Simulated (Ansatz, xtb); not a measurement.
# Two structures of GeNO−

Structure I is `[N]1=[Ge-][O]1`, a singlet and structure II is a singlet given by its coordinates. Both are isolated ions in the gas phase, relaxed with PBE0-D3(BJ)/def2-SVPD.

I (Å):

```xyz
3

Ge   -2.6323   -1.9814    1.1822
N    -3.2190   -0.3487    1.5152
O    -1.8418   -0.1902    1.0046
```

II (Å):

```yaml
atoms:
  - { symbol: Ge, position_ang: [0.0000, 0.0000, -1.5439] }
  - { symbol: N, position_ang: [0.0000, 0.0000, 0.1558] }
  - { symbol: O, position_ang: [0.0000, 0.0000, 1.3881] }
```

Close contacts (Å): Ge1–N2 1.70, N2–O3 1.23.

Quicker runs give these differences E(II) − E(I): GFN2-xTB −3.1 kcal/mol; HF/STO-3G −15.0 kcal/mol (at GFN2-xTB geometries); r2SCAN-D4/def2-SVPD −30.6 kcal/mol (at GFN2-xTB geometries).

Q: Estimate E(II) − E(I) at the level CCSD(T)/def2-TZVPPD.

A: Calculated at CCSD(T)/def2-TZVPPD: E(II) − E(I) = −23.0 kcal/mol, so structure II lies lower.

Level by level:

```csv
level,geometry,E(II) − E(I) (kcal/mol),departure from the last row (kcal/mol),"job, with rough time for the two"
GFN2-xTB,GFN2-xTB,−3.1,+19.9,"optimisation, 0.092 s"
HF/STO-3G,GFN2-xTB,−15.0,+7.9,"single point, 0.53 s"
r2SCAN-D4/def2-SVPD,GFN2-xTB,−30.6,−7.6,"single point, 6 s"
PBE0-D3(BJ)/def2-SVPD,PBE0-D3(BJ)/def2-SVPD,−31.9,−8.9,"optimisation, 41 s"
HF/def2-TZVPPD,PBE0-D3(BJ)/def2-SVPD,−19.9,+3.0,part of the CCSD(T) run
MP2/def2-TZVPPD,PBE0-D3(BJ)/def2-SVPD,−33.3,−10.3,part of the CCSD(T) run
CCSD(T)/def2-TZVPPD,PBE0-D3(BJ)/def2-SVPD,−23.0,,"single point, 98 s"
```

None of the levels shown reverses the order. The largest departure from CCSD(T)/def2-TZVPPD is that of GFN2-xTB, 19.9 kcal/mol.

With harmonic frequencies from PBE0-D3(BJ)/def2-SVPD (ideal gas, rigid rotor, one conformer each, 298.15 K, 1 atm): on the last row, ΔE + ΔZPE = −21.3, ΔH = −21.5, ΔG = −19.7 kcal/mol.

The T1 diagnostic of structures I and II is large, so the coupled-cluster value is less sure. The correlated steps freeze 11 core orbitals; the filled d shell of Ge is correlated, in a basis made for valence electrons. Programs: Ansatz 0.2.0, xtb 6.7.1; the last row on 1 thread of Arm Neoverse N1 on a shared host.
